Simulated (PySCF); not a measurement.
CH5NbO2S, SMILES [CH3][Nb]([OH])([OH])=[S], multiplicity 1. The structure is a stationary point at B3LYP-D3(BJ)/def2-SVP. The multiplicity is an assumed one; no other spin state was optimised. The structure was generated by enumeration; whether it is a known compound was not checked. The def2 effective core potentials stand for the cores of Nb; spin–orbit coupling is left out. One conformer was computed; it need not be the lowest.

Question: Give the equilibrium geometry at B3LYP-D3(BJ)/def2-SVP (PySCF confirms it by a frequency run) as a Z-matrix, and its point group. (The exact figures need the calculation; the answer reports its results.)

Answer: Several could match; the one computed here: point group Cs.
```
Nb
O 1 1.8893
H 2 0.9653 1 135.55
O 1 1.8893 2 113.75 3 127.12
H 4 0.9653 1 135.55 2 -127.12
C 1 2.1544 2 106.39 3 -116.10
H 6 1.1025 1 110.85 2 179.41
H 6 1.1025 7 108.39 1 121.87
H 6 1.1052 7 109.10 8 118.69
S 1 2.1609 2 112.26 3 -1.74
```
Charge 0, spin multiplicity 1.
